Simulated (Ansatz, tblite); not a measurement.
Isomers of B5Cl3 (singlet), found by a short tight-binding search and relaxed with B3LYP-D4/def2-SVP in Ansatz.

The xTB rows come from tblite. LC-ωPBE has ω = 0.4 bohr⁻¹. Correlated methods freeze 20 core orbitals.

Other spin states weren't relaxed.

A:

```xyz
8

B     0.3719   -0.2861    1.5201
B     0.0668   -1.4775    0.5865
B    -0.0226    0.0974   -0.1172
B    -0.3166   -1.6687   -0.8709
B     0.4247    1.2272    1.3991
Cl    0.5253    2.9230    1.4292
Cl   -0.7478   -2.0508   -2.4693
Cl   -0.3017    1.2355   -1.4777
```

B:

```xyz
8

B     0.046    0.610   -1.020
B     0.988    0.791    0.798
B    -0.032   -0.279    0.441
B    -1.138   -1.559    0.279
B    -0.937   -0.639   -0.962
Cl    0.654    1.908   -2.028
Cl   -1.703   -2.817    1.309
Cl    2.122    1.985    1.184
```

C:

Cartesian coordinates in Å:
```
B 0.7629 1.3287 0.2048
B 0.9903 0.5826 -1.1275
B -0.0955 -0.1429 0.0093
B 0.4450 -0.7177 -1.7048
B 0.0008 1.2447 1.5130
Cl -0.0292 -2.1223 -2.5454
Cl -0.8344 1.1843 2.9840
Cl -1.2398 -1.3573 0.6666
```

**Question.** Estimate which lies lowest at each level, and how far above it the others are (kcal/mol).

**Answer.** 
```
                 level     A    B     C
              GFN1-xTB  13.4  0.0  13.3
              GFN2-xTB  12.7  0.0  12.1
             HF/STO-3G  20.6  0.0  21.1
           HF/def2-SVP  12.8  0.0  13.0
          HF/def2-TZVP  12.5  0.0  12.5
       PBE-D4/def2-SVP  12.6  0.0  12.8
      PBE-D4/def2-TZVP  11.7  0.0  11.8
   r2SCAN-D4/def2-TZVP  11.9  0.0  12.1
      PBE0-D4/def2-SVP  12.5  0.0  12.8
     PBE0-D4/def2-TZVP  11.7  0.0  12.0
CAM-B3LYP-D4/def2-TZVP  11.7  0.0  11.9
     LC-ωPBE/def2-TZVP  11.8  0.0  12.3
     ωB97X-V/def2-TZVP  11.2  0.0  11.6
          MP2/def2-SVP  14.1  0.0  14.5
         MP2/def2-TZVP  12.1  0.0  12.5
         CCSD/def2-SVP  13.1  0.0  13.4
      CCSD(T)/def2-SVP  13.2  0.0  13.5
```
Point groups (tolerance 0.1 Å): A C2v, B Cs, C not assigned. Lower isomers may exist.
